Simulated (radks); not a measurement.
Spherical quantum dot in the effective-mass picture: electrons in a hard-walled sphere of radius 1.78, with a point charge +1 (a donor) at the centre, all in effective atomic units (hartree* = m*/eps^2 hartree, bohr* = eps/m* bohr), one dielectric constant everywhere. Calculated with a radial shooting solver with Libxc functionals: non-relativistic Kohn-Sham, LDA (Slater exchange, Perdew-Wang correlation), spin-polarised, spherical densities. Levels are named by radial order and angular momentum (1s, 1p, 1d, 2s, ...), and open shells are averaged over m. Results are scaled to m* = 0.092 and eps = 11.5, for which hartree* = 18.93 meV and bohr* = 6.615 nm. Each electron was tried in the lowest free levels, single moves between levels near the top were tried too, and the lowest total energy was kept; such a search can miss a lower state. At N = 1 the Hartree and exchange-correlation terms need not cancel, so that row can carry a self-interaction error.

\begin{tabular}{lrrrrr}
N & open shells & 2S & E (meV) & addition energy mu(N+1) - mu(N) (meV) & e(HOMO) (meV) \\ \hline
1 & 1s(up 1, down 0) & 1 & 1.99993 & 19.92 & 9.6408 \\
2 & none & 0 & 23.9220 & 49.91 & 29.500 \\
3 & 1p(up 1, down 0) & 1 & 95.7523 & 13.81 & 78.623 \\
4 & 1p(up 2, down 0) & 2 & 181.391 & 14.23 & 92.715 \\
5 & 1p(up 3, down 0) & 3 & 281.256 & 18.50 & 107.04 \\
6 & 1p(up 3, down 1) & 2 & 399.625 & 13.57 & 125.07 \\
7 & 1p(up 3, down 2) & 1 & 531.565 & 13.91 & 138.86 \\
8 & none & 0 & 677.416 & 49.75 & 152.86 \\
9 & 1d(up 1, down 0) & 1 & 873.016 & 13.27 & 202.21 \\
10 & 1d(up 2, down 0) & 2 & 1081.88 & 13.36 & 215.53 \\
11 & 1d(up 3, down 0) & 3 & 1304.11 & 13.41 & 228.92 \\
12 & 1d(up 4, down 0) & 4 & 1539.74 & 13.44 & 242.35 \\
13 & 1d(up 5, down 0) & 5 & 1788.81 & 17.32 & 255.80 \\
14 & 1d(up 5, down 1) & 4 & 2055.20 & 13.09 & 272.92 \\
15 & 1d(up 5, down 2) & 3 & 2334.68 & 13.18 & 286.06 \\
16 & 1d(up 5, down 3) & 2 & 2627.34 & 13.23 & 299.26 \\
17 & 1d(up 5, down 4) & 1 & 2933.22 & 13.26 & 312.51 \\
18 & none & 0 & 3252.37 & 35.50 & 325.79 \\
19 & 2s(up 1, down 0) & 1 & 3607.02 & 20.53 & 363.29 \\
20 & none & 0 & 3982.21 & 26.47 & 383.92 \\
21 & 1f(up 1, down 0) & 1 & 4383.86 & 12.88 & 408.09 \\
22 & 1f(up 2, down 0) & 2 & 4798.39 & 12.90 & 420.98 \\
23 & 1f(up 3, down 0) & 3 & 5225.82 & - & 433.89 \\
\end{tabular}

All shells are closed at N = 2, 8, 18, 20 (there: 1s2 1p6 1d10 2s2); the second difference of the energy has clear peaks (12 % above both neighbours; the first and last values, which can be the largest, are not judged, and half-filled shells can peak too) at N = 2, 5, 8, 13, 18, 20.
